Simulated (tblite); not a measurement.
Compound: C₃H₆AlBO₄.
Atom-mapped SMILES: `[OH:1][B:2]([OH:3])[C:4]1=[CH:5][O:6][AlH2-:7][O+:8]=[CH:9]1` (hydrogens: H10 on O1; H11 on O3; H12 on C5; H13, H14 on Al7; H15 on C9)
Bond orders are those of one Lewis drawing.

Computed with GFN2-xTB (tblite), gas phase: L-BFGS steps from a force-field or distance-geometry start until the largest atomic force falls under 0.01 eV/Å.

The end geometry, which sets the zero of energy:
```
atom  x, y, z in Å
O1      2.3884    1.3608    0.4523
B2      1.8737    0.1542    0.1214
O3      2.6116   -0.9532   -0.1242
C4      0.3108    0.0293    0.0169
C5     -0.2965   -1.1834   -0.3195
O6     -1.5419   -1.3755   -0.4234
Al7    -2.9451   -0.2416   -0.1945
O8     -1.7872    1.1056    0.1959
C9     -0.5242    1.1231    0.2581
H10     3.3415    1.4351    0.5211
H11     3.5649   -0.8769   -0.0605
H12     0.3595   -2.0415   -0.5098
H13    -3.5976    0.0322   -1.5639
H14    -3.7130   -0.6356    1.0835
H15    -0.0495    2.0755    0.5247
```

**Question.** These geometries come from the run, each turned onto the end geometry. Order them by energy, lowest first.
A.
```
atom  x, y, z in Å
O1      2.3517    1.3376    0.5286
B2      1.8534    0.1580    0.0942
O3      2.5877   -0.9698   -0.0430
C4      0.3078    0.0574   -0.1345
C5     -0.2944   -1.1567   -0.4687
O6     -1.5405   -1.3639   -0.5219
Al7    -2.9243   -0.2629   -0.0942
O8     -1.7771    1.1379    0.1049
C9     -0.5131    1.1598    0.1069
H10     3.2859    1.3633    0.7470
H11     3.5211   -0.9026    0.1631
H12     0.3819   -1.9844   -0.7223
H13    -3.7507   -0.0118   -1.3797
H14    -3.4906   -0.6689    1.3025
H15    -0.0034    2.1150    0.2952
```
B.
```
atom  x, y, z in Å
O1      2.3311    1.3840    0.4260
B2      1.9063    0.1888   -0.0366
O3      2.5271   -1.0090   -0.1009
C4      0.3483    0.1074   -0.3227
C5     -0.2591   -1.1396   -0.5068
O6     -1.5005   -1.3682   -0.4263
Al7    -2.8916   -0.2603   -0.0621
O8     -1.7362    1.1169    0.1955
C9     -0.4786    1.1661    0.0648
H10     3.0660    1.6300    0.9888
H11     3.4153   -1.2326    0.1779
H12     0.3749   -2.0161   -0.6852
H13    -3.6504    0.0003   -1.3906
H14    -3.4551   -0.6755    1.3228
H15    -0.0018    2.1160    0.3335
```
C.
```
atom  x, y, z in Å
O1      2.3867    1.3508    0.4683
B2      1.8702    0.1512    0.1173
O3      2.6087   -0.9578   -0.1196
C4      0.3106    0.0383   -0.0140
C5     -0.2941   -1.1756   -0.3484
O6     -1.5388   -1.3657   -0.4637
Al7    -2.9434   -0.2425   -0.1963
O8     -1.7851    1.1175    0.1564
C9     -0.5230    1.1328    0.2301
H10     3.3382    1.4176    0.5601
H11     3.5582   -0.8812   -0.0087
H12     0.3655   -2.0355   -0.5194
H13    -3.6763    0.0139   -1.5257
H14    -3.6299   -0.6385    1.1277
H15    -0.0520    2.0827    0.5138
```
D.
```
atom  x, y, z in Å
O1      2.5382    1.5066    0.1540
B2      1.9359    0.2095   -0.1528
O3      2.8337   -0.9223   -0.4482
C4      0.3680    0.0266   -0.1563
C5     -0.1407   -1.2038   -0.4302
O6     -1.5099   -1.5017   -0.4779
Al7    -2.7778   -0.2362   -0.0892
O8     -1.7245    1.2468    0.2240
C9     -0.4592    1.2206    0.1694
H10     2.6595    1.5050    1.1406
H11     3.0071   -1.3420    0.4236
H12     0.5286   -2.0249   -0.6595
H13    -3.7408    0.0000   -1.3311
H14    -3.5636   -0.6422    1.2402
H15     0.0410    2.1663    0.3716
```
E.
```
atom  x, y, z in Å
O1      2.2826    1.3632    0.4995
B2      1.8475    0.1588    0.0727
O3      2.5412   -0.9973   -0.0318
C4      0.3233    0.0807   -0.2281
C5     -0.2701   -1.1500   -0.4995
O6     -1.5135   -1.3828   -0.4908
Al7    -2.8794   -0.2577   -0.0702
O8     -1.7490    1.1577    0.1482
C9     -0.4874    1.1738    0.0806
H10     3.1812    1.4158    0.8090
H11     3.4847   -1.0040    0.1455
H12     0.4026   -1.9895   -0.7088
H13    -3.6893   -0.0199   -1.3292
H14    -3.4857   -0.6648    1.2684
H15     0.0068    2.1242    0.3125
```

**Answer.** C (0.003 eV), A (0.037 eV), E (0.107 eV), B (0.314 eV), D (2.128 eV).

In the order of the answer:

```tsv
step	E above end (eV)	largest force (eV/Å)	rms force component (eV/Å)	rms distance from end (Å)	rms bond change (Å)	bond most changed (Å)
64	0.003	0.05	0.018	0.044	0.001	B2–C4 -0.002
26	0.037	0.20	0.063	0.181	0.006	Al7–H14 +0.019
21	0.107	0.37	0.122	0.203	0.009	Al7–H13 -0.026
16	0.314	0.64	0.153	0.263	0.006	B2–C4 +0.015
0	2.128	4.80	1.362	0.398	0.065	C5–O6 +0.138
```

The cost below is that of the whole relaxation. The run took 0.9 s on Arm Neoverse N1, one thread, shared host with 64 logical CPUs at a one-minute load of 50.
